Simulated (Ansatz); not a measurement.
CH$_{6}$SeSi, SMILES `[SiH3]C[SeH]` from Hartree–Fock to CCSD(T)

Z-matrix (Å, degrees):
```
Si
C 1 1.874
H 1 1.490 2 110.5
H 1 1.484 2 109.8 3 120.7
H 1 1.487 2 109.2 3 -119.4
Se 2 1.957 1 111.3 3 177.7
H 2 1.090 1 112.8 3 54.0
H 2 1.092 1 110.1 3 -66.6
H 6 1.470 2 95.5 1 -48.6
```

Total charge 0; spin multiplicity 1. Correlated methods include outer-core shells of Se, which these sets cover unevenly. Scalar relativity is left out up to krypton. Geometry: relaxed with PBE0-D4/def2-TZVP. It is one conformer, not always the lowest. Frozen core, restricted reference, the Gaussian-basis code of Ansatz.

| basis | HF (Eh) | MP2 corr. |
| --- | --- | --- |
| def2-SVP | -2729.70969 | -0.48827 |
| def2-TZVPP | -2730.15660 | -0.58583 |
| def2-QZVPP | -2730.21521 | -0.90931 |

Q: Estimate the CCSD correlation energy and the (T) correction in each basis where they were run (hartree).

A: 
```csv
basis,CCSD corr.,(T)
def2-SVP,-0.53010,-0.01434
def2-TZVPP,-0.62643,-0.02311
```
